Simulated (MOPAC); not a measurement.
Input for MOPAC: PM7 on BMo, 2S+1 = 6, a spin state set in the input, which need not be the lowest, a point of a bond scan (R = 2.030 Å).

```
PM7 1SCF PRECISE CHARGE=0 UHF MS=2.5 THREADS=1
BMo

Mo     0.00000000 1     0.00000000 1     0.00000000 1
B      0.00000000 1     0.00000000 1     2.03007000 1
```

The log:

```
*******************************************************************************
 **                                                                           **
 **                              MOPAC v23.2.5                                **
 **                                                                           **
 *******************************************************************************
 ** MOPAC's Digital Object Identifier: https://doi.org/10.5281/zenodo.6511958 **
 **                                                                           **
 ** Please cite the open-source release paper for use of this MOPAC version:  **
 ** J. E. Moussa and J. J. P. Stewart (2026)                                  **
 ** MOPAC: An open-source semiempirical molecular orbital program             **
 ** J. Open Source Softw., 11(119), 8025, https://doi.org/10.21105/joss.08025 **
 *******************************************************************************

                              PM7 CALCULATION RESULTS

 *******************************************************************************
 *  PM7        - The PM7 Hamiltonian to be used
 *  UHF        - UNRESTRICTED HARTREE-FOCK CALCULATION
 *
 *
 *
 *                 CHARGE ON SYSTEM = 0
 *
 *
 *
 *  MS=        - IN MECI, MAGNETIC COMPONENT OF SPIN =  2.5
 *  PRECISE    - TIGHTER CRITERIA TO BE USED
 *  1SCF       - DO 1 SCF AND THEN STOP
 *  THREADS=1  - MULTI-THREADING NOT USED
 *  T=         - A TIME OF 172800.0 SECONDS REQUESTED
 *  DUMP=N     - RESTART FILE WRITTEN EVERY 7200.0 SECONDS REQUESTED
 *******************************************************************************
PM7 1SCF PRECISE CHARGE=0 UHF MS=2.5 THREADS=1
 BMo

   ATOM   CHEMICAL          X               Y               Z
  NUMBER   SYMBOL      (ANGSTROMS)     (ANGSTROMS)     (ANGSTROMS)

     1      Mo          0.00000000  *   0.00000000  *   0.00000000  *
     2       B          0.00000000  *   0.00000000  *   2.03007000  *



          CARTESIAN COORDINATES

    NO.       ATOM           X           Y           Z

     1        Mo          0.0000      0.0000      0.0000
     2         B          0.0000      0.0000      2.0301

 General Reference for PM7:
 "Optimization of Parameters for Semiempirical Methods VI: More Modifications to the
 NDDO Approximations and Re-optimization of Parameters", J. J. P. Stewart, J. Mol. Mod., 1:32, 19 (2013)
 https://link.springer.com/article/10.1007/s00894-012-1667-x

           Empirical Formula: Mo B  =     2 atoms



      MOLECULAR POINT GROUP   :   C*v


          UHF CALCULATION, NO. OF ALPHA ELECTRONS =    7
                           NO. OF BETA  ELECTRONS =    2

 -------------------------------------------------------------------------------
 PM7 1SCF PRECISE CHARGE=0 UHF MS=2.5 THREADS=1
 BMo



     1SCF WAS SPECIFIED, SO BFGS WAS NOT USED
     SCF FIELD WAS ACHIEVED


                              PM7 CALCULATION
                                                       MOPAC v23.2.5 Linux




          FINAL HEAT OF FORMATION =        243.60246 KCAL/MOL =    1019.23269 KJ/MOL


          COSMO AREA              =         98.84 SQUARE ANGSTROMS
          COSMO VOLUME            =         88.08 CUBIC ANGSTROMS

          IONIZATION POTENTIAL    =          6.089600 EV
          ALPHA SOMO LUMO (EV)    =         -6.090  0.608
          BETA  SOMO LUMO (EV)    =         -7.669 -1.011
          NO. OF ALPHA ELECTRONS  =          7
          NO. OF BETA  ELECTRONS  =          2
          MOLECULAR WEIGHT        =        106.7500         POINT GROUP:  C*v

          MOLECULAR DIMENSIONS (Angstroms)

            Atom       Atom       Distance
            B     2   Mo     1     2.03007
            B     2   Mo     1     0.00000
           Mo     1    B     2     0.00000


          SCF CALCULATIONS        =          1





   ATOM   CHEMICAL          X               Y               Z
  NUMBER   SYMBOL      (ANGSTROMS)     (ANGSTROMS)     (ANGSTROMS)

     1      Mo          0.00000000  *   0.00000000  *   0.00000000  *
     2       B          0.00000000  *   0.00000000  *   2.03007000  *

                             CARTESIAN COORDINATES

   1   Mo        0.000000000     0.000000000     0.000000000
   2    B        0.000000000     0.000000000     2.030070000


           Empirical Formula: Mo B  =     2 atoms



      MOLECULAR POINT GROUP   :   C*v


          ALPHA EIGENVALUES
 -11.42489 -10.18360  -9.94624  -9.94120  -9.84001  -8.28851  -6.08960   0.60805
   1.22662   4.48105  87.28595  87.49949  87.88171


           BETA EIGENVALUES
 -10.55893  -7.66898  -1.01080   1.04802   2.99538   2.99703   3.03350   4.09471
   4.28848   4.65733  91.82026  92.64816  92.74612


              NET ATOMIC CHARGES AND DIPOLE CONTRIBUTIONS

  ATOM NO.   TYPE          CHARGE      No. of ELECS.   s-Pop       p-Pop       d-Pop
    1         Mo           0.155803        5.8442     0.98788     0.00014     4.85618
    2          B          -0.155803        3.1558     0.98040     2.17540
 DIPOLE           X         Y         Z       TOTAL
 POINT-CHG.     0.000     0.000    -1.519     1.519
 HYBRID         0.000     0.000    -0.228     0.228
 SUM            0.000     0.000    -1.747     1.747


          ATOMIC ORBITAL ELECTRON POPULATIONS

     Atom    s        px        py        pz      x^2-y^2     xz        z^2       yz        xy
    1 Mo   0.98788   0.00000   0.00000   0.00014   1.00021   0.96028   1.06625   0.82944   1.00000
    2  B   0.98040   1.03972   0.17056   0.96512


                    (SZ)    =    2.500000
                    (S**2)  =    9.132706


          ATOMIC ORBITAL SPIN POPULATIONS

    Atom   Total    s     px     py     pz   x^2-y^2  xz     z^2    yz     xy
         Atomic
    1 Mo  4.6892  0.983  0.000  0.000 -0.000  1.000  0.500  0.377  0.829  1.000
    2  B  0.3108  0.174 -0.500  0.171  0.467

 **********************
 *                    *
 * JOB ENDED NORMALLY *
 *                    *
 **********************




 == MOPAC DONE ==
```

The run finished. Its determinant has ⟨S²⟩ = 9.13, a mixture of spin states.

Cost: around 0.04 core-seconds (rough).
